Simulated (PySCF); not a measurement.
CHF, neutral, multiplicity 1. Atoms are numbered in the order given.

```xyz
3

C     -0.1883    -0.7007     0.0000
F      0.0307     0.5914     0.0000
H      0.8536    -1.1187     0.0000
```

Geometry: B3LYP-D3(BJ)/def2-TZVPD. The isomer is the one that the SMILES or the coordinates give; other isomers of the formula were not compared.

The numbers are results of PySCF with r2SCAN/def2-TZVPD, not measurements.

Mulliken values depend strongly on the basis, most of all with diffuse functions as here. ESP charges are fitted to the potential on shells at 1.4 to 2.0 van der Waals radii. Atomic charges (e):

| atom | ESP fit | Mulliken | meta-Löwdin |
|---|---|---|---|
| C1 | -0.32 | 0.00 | ? |
| F2 | 0.08 | -0.06 | ? |
| H3 | 0.24 | 0.06 | ? |

### Question
Some entries are withheld; supply them. (An estimate is asked for; the answer gives what the named calculation found.)

### Answer

- C1, meta-Löwdin: 0.05
- F2, meta-Löwdin: -0.14
- H3, meta-Löwdin: 0.09
